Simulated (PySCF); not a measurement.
Point-charge models of `C(C#N)[Si](OC=O)(O)O` against its computed dipole.

Coordinates (GFN2-xTB, Å) and charges (e) from the PBE0/pcSseg-1 density (PySCF):

```json
{"atom": "N1", "x": "-2.182", "y": "-1.661", "z": "2.072", "Mulliken": "-0.2462", "IAO": "-0.2647", "Hirshfeld": "-0.2381", "ESP-fitted": "-0.5179"}
{"atom": "C2", "x": "-1.907", "y": "-1.282", "z": "1.028", "Mulliken": "+0.0149", "IAO": "+0.1414", "Hirshfeld": "+0.0775", "ESP-fitted": "+0.5221"}
{"atom": "C3", "x": "-1.533", "y": "-0.766", "z": "-0.252", "Mulliken": "-0.5239", "IAO": "-0.6287", "Hirshfeld": "-0.1342", "ESP-fitted": "-0.8870"}
{"atom": "Si4", "x": "-0.145", "y": "0.528", "z": "-0.066", "Mulliken": "+1.2999", "IAO": "+1.6155", "Hirshfeld": "+0.5585", "ESP-fitted": "+1.3716"}
{"atom": "O5", "x": "-0.061", "y": "1.379", "z": "-1.425", "Mulliken": "-0.5329", "IAO": "-0.7863", "Hirshfeld": "-0.3014", "ESP-fitted": "-0.7779"}
{"atom": "O6", "x": "-0.347", "y": "1.518", "z": "1.192", "Mulliken": "-0.5217", "IAO": "-0.7791", "Hirshfeld": "-0.2966", "ESP-fitted": "-0.7550"}
{"atom": "O7", "x": "1.260", "y": "-0.371", "z": "0.202", "Mulliken": "-0.5697", "IAO": "-0.5809", "Hirshfeld": "-0.1917", "ESP-fitted": "-0.6121"}
{"atom": "C8", "x": "2.422", "y": "-0.155", "z": "-0.363", "Mulliken": "+0.4546", "IAO": "+0.4204", "Hirshfeld": "+0.1922", "ESP-fitted": "+0.6507"}
{"atom": "O9", "x": "2.667", "y": "0.701", "z": "-1.161", "Mulliken": "-0.4249", "IAO": "-0.4492", "Hirshfeld": "-0.2379", "ESP-fitted": "-0.5531"}
{"atom": "H10", "x": "-2.405", "y": "-0.289", "z": "-0.701", "Mulliken": "+0.2017", "IAO": "+0.2042", "Hirshfeld": "+0.0775", "ESP-fitted": "+0.2835"}
{"atom": "H11", "x": "-1.235", "y": "-1.596", "z": "-0.892", "Mulliken": "+0.1965", "IAO": "+0.2014", "Hirshfeld": "+0.0748", "ESP-fitted": "+0.2782"}
{"atom": "H12", "x": "0.804", "y": "1.668", "z": "-1.730", "Mulliken": "+0.2750", "IAO": "+0.3828", "Hirshfeld": "+0.1630", "ESP-fitted": "+0.4927"}
{"atom": "H13", "x": "-0.508", "y": "1.210", "z": "2.081", "Mulliken": "+0.2647", "IAO": "+0.3876", "Hirshfeld": "+0.1890", "ESP-fitted": "+0.4566"}
{"atom": "H14", "x": "3.170", "y": "-0.883", "z": "-0.006", "Mulliken": "+0.1119", "IAO": "+0.1356", "Hirshfeld": "+0.0672", "ESP-fitted": "+0.0475"}
```

Compute μ = Σ q r for each scheme (1 e·Å = 4.803 D) and compare with the dipole of the full density.

The full density gives (1.07, -0.37, -1.23) D, 1.67 D in size; dipole vectors point from the negative to the positive end.

```csv
scheme,μx,μy,μz,size (D),share of the full size (%),angle to the full dipole (°)
Mulliken,1.45,0.49,-1.64,2.24,134,25
IAO,1.18,-1.11,-0.42,1.68,100,39
Hirshfeld,0.85,0.01,-0.88,1.22,73,14
ESP-fitted,1.08,-0.38,-1.26,1.70,102,0
```

Which set comes closest?

Length of the difference vector: ESP-fitted 0.03 D, Hirshfeld 0.56 D, Mulliken 1.02 D, IAO 1.11 D. Closest: ESP-fitted. 

What is left for the Hirshfeld atoms' own dipoles?

The shares of the density sum to the whole, so what Σ q r misses lies in dipoles about the nuclei. The atomic dipoles sum to (1.07, -0.37, -1.23) − (0.85, 0.01, -0.88) = (0.22, -0.38, -0.35) D, 0.56 D in size.

With the origin at the mean of the coordinates, (0.000, 0.000, -0.002) Å, which are the largest single terms, by size, of the Hirshfeld dipole along the direction of the full one?

N1 +2.92, O9 -2.74, O6 +2.05, H13 -1.93, C8 +1.70 D; all 14 atoms together +1.19 D. The single terms depend on the origin, their sum doesn't.

Give the size of the full dipole in other units.

1.67 D = 0.658 au = 0.348 e·Å = 5.58 × 10⁻³⁰ C·m.

Geometry: GFN2-xTB, one conformer, isolated molecule.
